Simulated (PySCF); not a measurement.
SMILES c1ccc(cc1)-c1cnccc1 at its GFN2-xTB optimised geometry (Å):

```
21

C      3.4876     0.0069     0.0029
C      2.7927     0.9077    -0.7865
C      1.4103     0.9096    -0.7868
C      0.7016     0.0046     0.0000
C     -0.7664     0.0046     0.0000
C     -1.4987     1.1907     0.0000
C     -2.8811     1.1339     0.0050
C     -3.4901    -0.1121     0.0129
N     -2.8107    -1.2464     0.0056
C     -1.4935    -1.1875    -0.0027
C      1.4097    -0.9010     0.7868
C      2.7921    -0.8964     0.7895
H      4.5675     0.0086     0.0049
H      3.3304     1.6112    -1.4055
H      0.8733     1.6037    -1.4174
H     -0.9872     2.1429     0.0163
H     -3.4733     2.0362     0.0100
H     -4.5675    -0.2119     0.0263
H     -0.9850    -2.1429    -0.0290
H      0.8709    -1.5963     1.4139
H      3.3296    -1.5991     1.4093
```

Computed with B3LYP/def2-SVP (PySCF 2.14.0). Cells within 0.4 Å of a nucleus heavier than hydrogen are left out (blank, or x).

Map of the electron localisation function on the plane z = 0.6 Å:

```
|00000000000000000000000000000|
|00000000000000000000000000000|
|00000000000000000000000000000|
|00000000000000000000000000000|
|00000000000000000000000000000|
|00000000000000000000000000000|
|00000000000000000000000000000|
|00000001000021000000000000000|
|00000288300499100000000000000|
|00000699700899100000000000000|
|00000499822898001211210000000|
|00000048667673003212331000000|
|00000015678672045201453232000|
|00057548843785566201666898100|
|00199975610466758614867999200|
|00199976732785369374784797000|
|00056315767672033x9xx51010000|
|00000017876672057586672000000|
|00000049961797037433673000000|
|00000037720698002100121000000|
|00000001100395000000000000000|
|00000000000020000000000000000|
|00000000000000000000000000000|
|00000000000000000000000000000|
|00000000000000000000000000000|
|00000000000000000000000000000|
|00000000000000000000000000000|
|00000000000000000000000000000|
|00000000000000000000000000000|
```
Scale: ten equal steps from 0.000 (start of '0') to 0.982 (end of '9'), in the order '0123456789'; x runs from -7.00 to 7.00, y from -7.00 (bottom) to 7.00 (top).
